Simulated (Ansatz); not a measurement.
Frontier orbitals of `[NH2][Nb]([NH2])([NH2])=[O]`.

```xyz
11

N    -0.654    0.549    1.686
Nb   -0.325   -0.312   -0.073
N    -0.401    1.041   -1.526
N     1.440   -1.222   -0.074
O    -1.534   -1.470   -0.346
H    -1.371    0.250    2.331
H    -0.215    1.389    2.034
H     0.297    1.741   -1.731
H    -1.120    1.061   -2.235
H     2.317   -0.830    0.237
H     1.568   -2.197   -0.304
```

Total charge 0; spin multiplicity 1. Correlated methods include outer-core shells of Nb, which these sets cover unevenly. Nb takes the def2 core potential. All single points use the PBE0-D4/def2-TZVP geometry. It is one conformer, not always the lowest. Basis def2-TZVPP, Ansatz.

```
functional  HOMO (eV)  LUMO (eV)  gap (eV)
       PBE      -5.48      -1.19      4.29
    B97M-V      -5.81      -0.97      4.84
      PBE0      -6.83      -0.33      6.50
   r2SCAN0      -7.05      -0.23      6.82
     BHLYP      -8.11       0.29      8.40
   ωB97X-V      -9.19       1.39     10.58
   ωB97M-V      -9.09       0.85      9.94
```

A quarter of exact exchange (PBE0) shifts PBE's HOMO by −1.35 eV and its LUMO by +0.86 eV; full exchange at long range (ωB97M-V) shifts them by −3.61 and +2.03 eV. The gap opens from 4.29 to 9.94 eV, since occupied levels lose self-interaction and empty ones feel all the electrons. A positive LUMO is unbound and depends on the basis.
